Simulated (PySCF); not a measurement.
Species: C₈H₆Cl (doublet state).
Cartesian coordinates in Å at the GFN2-xTB level; atoms count from 1:
```
atom  x, y, z in Å
C1     3.1846    0.8758   -0.6254
C2     2.0256    0.6313   -0.4000
C3     0.6863    0.3301   -0.1395
C4    -0.2567    1.3236   -0.0083
C5    -1.5905    1.0333    0.2496
C6    -2.0142   -0.3034    0.3836
C7    -1.1285   -1.3201    0.2637
Cl8   -1.6391   -2.9622    0.4226
C9     0.3227   -1.1232   -0.0132
H10    4.1897    1.1013   -0.8222
H11    0.0553    2.3530   -0.1111
H12   -2.3117    1.8275    0.3481
H13   -3.0540   -0.5132    0.5825
H14    0.6021   -1.6565   -0.9344
H15    0.9239   -1.5893    0.7820
```

Identity: `C#CC1=CC=C[C](Cl)C1` [radical].

Method used: PySCF, UKS B3LYP, pcH-1 on C Cl H, non-relativistic, mean-field spin-orbit, GIAO. Isolated species at its GFN2-xTB geometry, gas phase. A GFN2-xTB geometry isn't a minimum of the functional, and hyperfine couplings can be far from their values at a DFT geometry. Stability of the SCF solution: not tested. ⟨S²⟩ is 0.791 where a pure state has 0.75.

Largest spin populations (Mulliken): C5 (+0.49), C3 (+0.41), C7 (+0.35) and C1 (+0.23). Four atoms exceed +0.15. The positive populations add up to 1.63 and the negative ones to -0.63, together 2S = 1.

Task: McConnell's relation a(H) = Q·ρ ties the coupling of a proton on a planar π carbon to the spin population of that carbon. What Q do the computed values give?

Result: 
```tsv
H	C	ρ(C)	a(H) (G)	a/ρ (G)
H11	C4	-0.216	+3.82	-17.7
H12	C5	+0.490	-11.49	-23.4
H13	C6	-0.186	+3.29	-17.8
```

A least-squares line through the origin gives Q = -22.0 G with Mulliken populations. In every row coupling and population have opposite signs. Where ρ is negative the coupling is positive.

Task: Leave H13 and its like out of the fit. How well does the relation then predict its coupling?

Result: The other protons give Q = -22.5 G, so a = -22.5 × -0.186 = 4.18 G, against the computed 3.29 G.

Couplings in gauss use g_iso = 2.0037.

The SMILES draws the unpaired electron on C7; the largest computed Mulliken spin population is on C5 (0.49 against 0.35).
